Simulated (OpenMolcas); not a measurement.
Pr2+ among 8 point charges of -2 e arranged as a cube (Oh), 3.08 Å from the ion.

```
Program             : OpenMolcas
Method              : CASSCF
Basis               : ANO-RCC-VDZP [7s6p4d2f1g]
Scalar Hamiltonian  : DKH2, point nucleus
Active space        : 3 electrons in 7 orbitals (4f)
State averaging     : 2S+1 = 4 odd, 35 roots; 2S+1 = 2 odd, 96 roots kept (CI in the orbitals of an earlier block)
Spin-orbit coupling : state interaction with AMFI integrals over the reference wave functions
```

(1) What is the spin-free ground state (labels of O, the rotations of Oh)?

(2) Where is the first state of the same spin?

(3) What are the lowest two levels with spin-orbit coupling?

(4) What is χT at 300 K, and how does it compare with the textbook value?

Answers

(1) 4A1, 1-fold in its orbital part, 100 % from free-ion I terms; it has the highest spin that f3 allows.

(2) 4T1 at 31.1 cm-1 above the ground state.

(3) A 4-fold level Γ8, then a 4-fold level Γ8 76.5 cm-1 above it. Their leading multiplicities are 4 (98 %) and 4 (98 %).

(4) Hund's rules give f3 the level 4I9/2 with g = 0.727, so an isolated free-ion multiplet has χT = g² J(J+1) / 8 = 1.636 cm3 K/mol. The computed 1.693 at 300 K differs by +3 %, through the field's splitting, the mixing of terms and any other multiplet in reach.

High states are left out of the spin-orbit mixing, which shifts the levels that they would mix with. Point charges carry no covalency, so the field is a model and not that of real ligands. The first state left out of the spin-orbit step lies near 53000 cm-1 above the lowest spin-free state of the reference (among the parities and spins computed), and the lists stop at four fifths of that energy or lower. No measured value stands beside these numbers.
